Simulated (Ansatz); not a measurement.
Stepwise reaction of `[SH][In]([Br])[Br]` with hydrogen sulfide, as a gas-phase model of exchange steps in deposition or etching. ΔE in kJ/mol; ΔG adds harmonic PBE0-D4 terms to CCSD(T)/CBS, at 1 bar.

Program: Ansatz. Geometries: PBE0-D4/def2-TZVP. ΔE: electronic, gas phase. CCSD(T)/CBS adds triple-zeta CCSD(T) − MP2 to the extrapolated MP2 energy (def2 sets, frozen cores). This one scheme is used for every species. Functionals use def2-TZVPP. B3LYP here is the variant with VWN-RPA as its local correlation; programs differ in this. Elements past krypton have def2 core potentials. For Br, In outer-core shells are correlated without core-valence functions, which leaves a few kJ/mol of doubt a bond. Scalar relativity is left out up to krypton. One conformer a species, not always the lowest.

```tsv
step	reaction	PBE-D4	B3LYP-D4	ωB97M-V	CCSD(T)/CBS	ΔG(500 K)
1	`[SH][In]([Br])[Br]` + H₂S → `[SH][In]([SH])[Br]` + HBr	36.2	41.6	41.5	41.9	43.4
```

Question: Give the row of step 2, `[SH][In]([SH])[Br]` + H₂S → `[SH][In]([SH])[SH]` + HBr. (Best estimate.)

Answer: Computed: 
```
step                                                 reaction  PBE-D4  B3LYP-D4  ωB97M-V  CCSD(T)/CBS  ΔG(500 K)
   2  `[SH][In]([SH])[Br]` + H₂S → `[SH][In]([SH])[SH]` + HBr    41.0      46.4     46.4         46.4       51.5
```

Question: By hand: ΔE of the 2 steps together at CCSD(T)/CBS.

Answer: (41.9) + (46.4) = 88.3 kJ/mol, or 44.1 kJ/mol a step.

In ΔE the steps differ by no more than 4.5 kJ/mol. All are uphill at CCSD(T)/CBS. ΔG lies between 43.4 and 51.5 kJ/mol a step. PBE-D4 differs from CCSD(T)/CBS by -5.7 to -5.4 kJ/mol a step. Isolated molecules leave out the surface, adducts and barriers. Largest T1 diagnostic: 0.014.
